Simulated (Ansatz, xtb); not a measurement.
# Relaxing a trial structure of CH7MgNSn

The starting geometry of this gas-phase singlet was built from a drawn formula by distance geometry and a force field; its bonds are those of `[CH3][Mg][SnH2][NH2]`.

```xyz
11

C    -0.7733   -3.3704   -0.5921
Mg   -1.1876   -1.2696   -0.7599
N    -0.2273    2.4424   -1.8794
Sn   -1.8116    1.5014   -0.9237
H     0.3236   -3.5145   -0.9489
H    -1.4590   -3.9784   -1.2331
H    -0.8592   -3.7363    0.4720
H    -3.2935    1.7068   -1.7958
H    -1.9582    2.1372    0.7003
H    -0.1262    2.0033   -2.7875
H     0.6383    2.2522   -1.3928
```

Task: Predict what it relaxes into with r2SCAN-D4/def2-SVP.

Result: It keeps its bonds, and is `[CH3][Mg][SnH2][NH2]`.

The energy falls by 0.26 eV over 5 steps:

```tsv
step	E − E(last) (eV)
1	0.263
2	0.061
3	0.003
4	0.000
5	0.000
```

Final geometry (Å):

```yaml
atoms:
  - { symbol: C, position_ang: [-0.7608, -3.3936, -0.5886] }
  - { symbol: Mg, position_ang: [-1.2680, -1.3627, -0.6913] }
  - { symbol: N, position_ang: [-0.2955, 2.4766, -1.8669] }
  - { symbol: Sn, position_ang: [-1.7807, 1.3613, -0.8972] }
  - { symbol: H, position_ang: [0.2725, -3.5891, -0.9281] }
  - { symbol: H, position_ang: [-1.4200, -4.0232, -1.2131] }
  - { symbol: H, position_ang: [-0.8321, -3.7899, 0.4405] }
  - { symbol: H, position_ang: [-3.1856, 1.8117, -1.7985] }
  - { symbol: H, position_ang: [-1.9249, 2.2184, 0.5977] }
  - { symbol: H, position_ang: [-0.1392, 2.1077, -2.8086] }
  - { symbol: H, position_ang: [0.6003, 2.3569, -1.3867] }
```

From the same start GFN2-xTB ends elsewhere, differing in Mg2–N3 (2.14 against 4.13 Å here), Mg2–H8 (2.10 against 3.87 Å here).

No frequencies were run, so the end isn't proven a minimum. Atoms past krypton carry core potentials, without spin–orbit terms. Run with Ansatz 0.2.0, 14 s on 2 threads of Arm Neoverse V1, on a shared host.
